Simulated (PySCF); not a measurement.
MoH5, SMILES [MoH5] (connectivity only; charge and spin as stated), neutral, multiplicity 2. Atoms are numbered in the order given.

```xyz
6

Mo     0.0374    -0.0179     0.0000
H      1.5360     0.8044     0.0000
H     -1.1651     0.7901     0.8064
H     -0.3882    -0.8162     1.4210
H     -1.1651     0.7901    -0.8064
H     -0.3882    -0.8162    -1.4210
```
Charge 0, spin multiplicity 2.

Coordinates come from a PBE-D3(BJ)/def2-TZVPD optimisation. The multiplicity is an assumed one; other spin states were not compared. The def2 effective core potentials stand for the cores of Mo; spin–orbit coupling is left out.

Calculation: PySCF with CAM-B3LYP/def2-TZVPD.

Mulliken values depend strongly on the basis, most of all with diffuse functions as here. ESP charges are fitted to the potential on shells at 1.4 to 2.0 van der Waals radii. Atomic charges (e):

```csv
atom,ESP fit,Mulliken,Mulliken spin
Mo1,0.81,-0.49,1.24
H2,-0.18,-0.01,-0.04
H3,-0.14,0.17,-0.05
H4,-0.18,0.08,-0.05
H5,-0.14,0.17,-0.05
H6,-0.18,0.08,-0.05
```
